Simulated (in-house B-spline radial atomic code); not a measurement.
Configurations of Ti5+, with energies counted from [Ne] 3s2 (3p1/2)2 (3p3/2)3. All numbers are computed (Dirac-Hartree-Fock, average of each configuration as written; Fermi nucleus of rms radius 3.5921 fm) with a radial B-spline atomic code at the basis-set limit, not measured. Energies include first-order Breit, QED and recoil terms.

Occupations are held fixed; configurations that lie above the ionisation limit could autoionise.

```
                                            configuration  E - E(ref) (eV)  highest orbital  its <r> (bohr)
                      [Ne] 3s2 (3p1/2)2 (3p3/2)2 (6f7/2)1           105.61            6f7/2           7.766
                           [Ne] 3s2 (3p1/2)2 (3p3/2)2 7s1           105.74            7s1/2           8.914
                      [Ne] 3s2 (3p1/2)2 (3p3/2)2 (7g9/2)1           109.51            7g9/2           10.56
                      [Ne] 3s1 (3p1/2)1 (3p3/2)4 (6g7/2)1           136.69            6g7/2           7.315
[He] 2s2 (2p1/2)2 (2p3/2)3 3s2 (3p1/2)1 (3p3/2)4 (6d5/2)1           540.77            6d5/2            7.24
```

Problem. Order these further configurations by energy, lowest first.
A. [Ne] 3s1 (3p1/2)2 (3p3/2)3 (7p1/2)1
B. [He] 2s2 (2p1/2)1 (2p3/2)4 3s2 (3p1/2)2 (3p3/2)3 (7g7/2)1
C. [Ne] 3s2 (3p1/2)2 (3p3/2)2 5s1
D. [Ne] 3s2 (3p1/2)1 (3p3/2)4
E. [Ne] 3s2 (3p3/2)4 (4d5/2)1

Solution. D (0.72925 eV), E (83.601 eV), C (88.123 eV), A (136.71 eV), B (551.41 eV).

Problem. How far above the reference does [Ne] 3s2 (3p1/2)2 (3p3/2)2 (6g9/2)1 lie?

Solution. 105.89 eV; its least bound orbital is 6g9/2 with <r> = 7.317 bohr.
